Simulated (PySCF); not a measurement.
Species: Di(furan-2-yl)(methyl)phosphane, C₉H₉O₂P.
Atom-mapped SMILES: `[CH3:1][P:2]([c:3]1[cH:4][cH:5][cH:6][o:7]1)[c:8]1[cH:9][cH:10][cH:11][o:12]1` (hydrogens: H13, H14, H15 on C1; H16 on C4; H17 on C5; H18 on C6; H19 on C9; H20 on C10; H21 on C11)

Cartesian coordinates in Å at the PBE0-D3(BJ)/def2-SVP level; atoms count from 1:
```
atom  x, y, z in Å
C1    -0.4165   -2.3879    0.6099
P2    -0.4806   -1.6305   -1.0789
C3    -1.9157   -0.5406   -0.9043
C4    -2.9428   -0.2937   -1.7767
C5    -3.8166    0.6327   -1.1322
C6    -3.2567    0.8750    0.0880
O7    -2.1174    0.1775    0.2353
C8     0.8378   -0.3851   -0.9055
C9     0.8705    0.9796   -0.7963
C10    2.2514    1.3474   -0.7823
C11    2.9508    0.1819   -0.8810
O12    2.1072   -0.8656   -0.9604
H13   -1.1814   -3.1750    0.6807
H14    0.5731   -2.8514    0.7353
H15   -0.5739   -1.6407    1.4001
H16   -3.0499   -0.7319   -2.7668
H17   -4.7396    1.0586   -1.5194
H18   -3.5506    1.4980    0.9295
H19    0.0069    1.6359   -0.7247
H20    2.6692    2.3490   -0.7053
H21    4.0120   -0.0531   -0.9048
```

Theory: PBE0-D3(BJ)/def2-SVP geometry optimisation, gas phase in PySCF 2.14.0.

Masses are those of the commonest isotopes; rigid-rotor values at the optimised geometry. The values belong to one conformer with, in the numbering `[CH3:1][P:2]([c:3]1[cH:4][cH:5][cH:6][o:7]1)[c:8]1[cH:9][cH:10][cH:11][o:12]1`, C1–P2–C3–C4 -138°, C1–P2–C8–C9 -108°.

What are A, B and C (cm⁻¹)?

Ia = 311.95, Ib = 894.54, Ic = 1046.94 u·Å²; 505379 MHz·u·Å²/I gives 1620, 565.0 and 482.7 MHz, that is A = 0.05404, B = 0.01884, C = 0.01610 cm⁻¹.

What kind of rotor is it?

An asymmetric top: κ = (2 × 565.0 − 1620 − 482.7)/(1620 − 482.7) = -0.86.

What does the inertial defect say?

Not planar: Δ = Ic − Ia − Ib = -159.55 u·Å². For a rigid frame Δ = −2 Σ m c², so Σ m c² = 79.78 u·Å² lies off the ab plane: 15.12 from hydrogen and 64.65 from heavier atoms. The atom farthest from that plane is 2.17 Å away.

Give the other two planar moments, Paa and Pbb, and the rms extents of the mass along the axes.

Paa = Σ m a² = (Ib + Ic − Ia)/2 = 814.77 and Pbb = Σ m b² = (Ia + Ic − Ib)/2 = 232.17 u·Å². With the mass M = 180.03 u, the rms extents √(P/M) along a, b and c are 2.13, 1.14, 0.67 Å.

Where do the levels up to J = 4 lie, in cm⁻¹?

Above 0(0,0):
J = 1: 1(0,1) 0.0349, 1(1,1) 0.0701, 1(1,0) 0.0729
J = 2: 2(0,2) 0.1047, 2(1,2) 0.1373, 2(1,1) 0.1455, 2(2,1) 0.2511, 2(2,0) 0.2513
J = 3: 3(0,3) 0.2089, 3(1,3) 0.2379, 3(1,2) 0.2544, 3(2,2) 0.3559, 3(2,1) 0.3567, 3(3,1) 0.5389, 3(3,0) 0.5389
J = 4: 4(0,4) 0.3472, 4(1,4) 0.3719, 4(1,3) 0.3993, 4(2,3) 0.4956, 4(2,2) 0.4979, 4(3,2) 0.6790, 4(3,1) 0.6790, 4(4,1) 0.9346, 4(4,0) 0.9346
Those of J = 1 are B + C, A + C and A + B.

Predict some low-J microwave lines.

The dipole components are |μa| = 0.94 D, |μb| = 1.06 D, |μc| = 0.88 D. Intensities carry the squares of the components, which stand as 0.78 : 1.00 : 0.69 (a : b : c). Some lines, for components of 0.1 D or more:

| type | branch | J(Ka,Kc) | MHz | lower level (cm⁻¹) |
| --- | --- | --- | --- | --- |
| b | Q | 2(1,1) ← 2(0,2) | 1224 | 0.105 |
| b | Q | 5(1,4) ← 5(0,5) | 1835 | 0.519 |
| c | Q | 2(2,1) ← 2(1,1) | 3165 | 0.146 |
| b | Q | 2(2,1) ← 2(1,2) | 3412 | 0.137 |
| a | R | 4(2,2) ← 3(2,1) | 4232 | 0.357 |
| a | R | 5(4,1) ← 4(4,0) | 5249 | 0.935 |
| a | R | 5(3,3) ← 4(3,2) | 5253 | 0.679 |
| a | R | 5(3,2) ← 4(3,1) | 5256 | 0.679 |
| c | R | 2(2,0) ← 1(1,0) | 5348 | 0.073 |
| c | Q | 5(3,3) ← 5(2,3) | 5364 | 0.675 |
| b | Q | 4(3,1) ← 4(2,2) | 5429 | 0.498 |
| b | Q | 5(3,3) ← 5(2,4) | 5521 | 0.670 |
| c | R | 3(2,1) ← 2(1,1) | 6331 | 0.146 |
| c | R | 3(2,2) ← 2(1,2) | 6555 | 0.137 |
| b | R | 4(2,3) ← 3(1,2) | 7232 | 0.254 |
| c | R | 5(2,3) ← 4(1,3) | 8271 | 0.399 |
| c | R | 5(2,4) ← 4(1,4) | 8936 | 0.372 |
| c | R | 4(4,1) ← 3(3,1) | 11865 | 0.539 |
| b | R | 4(4,0) ← 3(3,1) | 11865 | 0.539 |
| b | R | 5(4,2) ← 4(3,1) | 12913 | 0.679 |
| c | R | 5(4,1) ← 4(3,1) | 12913 | 0.679 |

Estimate the classical rotational partition function at 200 K, 298.15 K and 500 K.

Point group C1, symmetry number σ = 1; q = (√π/σ)·√((kT/h)³/(ABC)), k/h = 20836.6 MHz/K: 717000 at 200 K, 1310000 at 298.15 K, 2840000 at 500 K.

No frequency check. Constants of a rigid frame at the computed geometry: no zero-point averaging, no centrifugal distortion. A rigid rotor knows nothing of internal rotation, which can split or shift real lines.

The run took 6.9 min of wall time on Arm Neoverse V1, one thread, shared host, and the process peaked at 1.1 GiB of memory. That covers the optimisation of the geometry.
